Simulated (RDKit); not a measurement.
Job for RDKit: UFF on Br4Si (SMILES Br[Si](Br)(Br)Br).

```python
from rdkit import Chem
from rdkit.Chem import AllChem, rdDetermineBonds

blocks = [
'''5

Si   -0.00005710    0.00000792   -0.00005576
Br    1.28198900    1.26196446    1.28181894
Br    1.26858369   -1.28095824   -1.27637151
Br   -1.26310181    1.28855805   -1.27426987
Br   -1.28741376   -1.26957219    1.26887821
''',
]
mol = None
for b in blocks:
    f = Chem.MolFromXYZBlock(b)
    rdDetermineBonds.DetermineBonds(f, charge=0)
    mol = f if mol is None else Chem.CombineMols(mol, f)
Chem.SanitizeMol(mol)
print(Chem.MolToSmiles(Chem.RemoveHs(mol)))
ff = AllChem.UFFGetMoleculeForceField(mol, vdwThresh=100.0, ignoreInterfragInteractions=False)
e = ff.CalcEnergy()
print(f'UFF energy {e:.6f} kcal/mol')
```

It printed:

```
Br[Si](Br)(Br)Br
UFF energy 1.460798 kcal/mol
```

The run finished.

Cost: around 0.020 core-seconds (rough).
